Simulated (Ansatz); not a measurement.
# A relaxation, step by step

BHClF3, singlet, PBE0-D4/def2-TZVP (Ansatz 0.2.0). Settings:

```yaml
hamiltonian: {xc: pbe0, dispersion: d4}
relax: {f_tol: 0.005, max_steps: 200}
```

Start, a step off a saddle point along its unstable mode:

B1  (-0.315, -0.169, -0.431)
F2  (0.652, -1.003, -0.189)
F3  (-0.193, 0.629, -1.502)
F4  (-1.551, -0.527, -0.056)
H5  (0.958, 0.023, 0.919)
Cl6  (0.449, 1.047, 1.258)
(Å)

| step | energy less the last (meV) | largest force component (eV/Å) |
| --- | --- | --- |
| 1 | 1098.3 | 4.509 |
| 2 | 558.8 | 1.652 |
| 3 | 219.7 | 0.500 |
| 4 | 54.3 | 0.385 |
| 5 | 53.5 | 0.762 |
| 6 | 6.6 | 0.161 |
| 7 | 2.7 | 0.137 |
| 8 | 1.1 | 0.103 |
| 9 | 0.6 | 0.142 |
| 10 | 0.3 | 0.102 |
| 11 | 0.1 | 0.032 |
| 12 | 0.0 | 0.002 |
| 13 (rejected trial) | 0.0 | 0.011 |
| 14 | 0.0 | 0.001 |

Step 4, positions (Å) and forces (eV/Å):

```json
{"atom": "B1", "x": "-0.444", "y": "-0.326", "z": "-0.678", "Fx": "0.250", "Fy": "-0.385", "Fz": "-0.073"}
{"atom": "F2", "x": "0.564", "y": "-1.151", "z": "-0.390", "Fx": "-0.362", "Fy": "0.279", "Fz": "-0.117"}
{"atom": "F3", "x": "-0.272", "y": "0.604", "z": "-1.584", "Fx": "-0.016", "Fy": "-0.001", "Fz": "0.021"}
{"atom": "F4", "x": "-1.621", "y": "-0.544", "z": "-0.148", "Fx": "0.011", "Fy": "0.023", "Fz": "-0.008"}
{"atom": "H5", "x": "1.225", "y": "0.169", "z": "1.286", "Fx": "-0.083", "Fy": "0.322", "Fz": "0.180"}
{"atom": "Cl6", "x": "0.549", "y": "1.248", "z": "1.513", "Fx": "0.200", "Fy": "-0.239", "Fz": "-0.002"}
```

Step 9, positions (Å) and forces (eV/Å):

```tsv
atom	x	y	z	Fx	Fy	Fz
B1	-0.524	-0.385	-0.800	0.142	-0.094	0.058
F2	0.461	-1.222	-0.544	-0.039	0.018	-0.022
F3	-0.344	0.578	-1.670	-0.042	0.042	-0.028
F4	-1.691	-0.569	-0.235	-0.058	0.028	-0.010
H5	1.498	0.346	1.684	-0.038	0.036	-0.007
Cl6	0.600	1.253	1.565	0.035	-0.029	0.009
```

Step 10, positions (Å) and forces (eV/Å):

| atom | x | y | z | Fx | Fy | Fz |
| --- | --- | --- | --- | --- | --- | --- |
| B1 | -0.522 | -0.387 | -0.800 | 0.102 | -0.080 | 0.031 |
| F2 | 0.459 | -1.230 | -0.553 | -0.018 | 0.012 | -0.007 |
| F3 | -0.342 | 0.579 | -1.666 | -0.036 | 0.037 | -0.018 |
| F4 | -1.689 | -0.567 | -0.232 | -0.046 | 0.029 | -0.007 |
| H5 | 1.497 | 0.350 | 1.686 | -0.025 | 0.025 | -0.004 |
| Cl6 | 0.598 | 1.255 | 1.565 | 0.024 | -0.023 | 0.004 |

Last step (14):

| atom | x (Å) | y (Å) | z (Å) |
| --- | --- | --- | --- |
| B1 | -0.5203 | -0.3895 | -0.8001 |
| F2 | 0.4572 | -1.2367 | -0.5590 |
| F3 | -0.3442 | 0.5808 | -1.6644 |
| F4 | -1.6894 | -0.5638 | -0.2324 |
| H5 | 1.4999 | 0.3554 | 1.6930 |
| Cl6 | 0.5968 | 1.2539 | 1.5628 |

Hardware: 4 CPU threads of an Arm Neoverse V2, shared host. Wall time about 20 s.
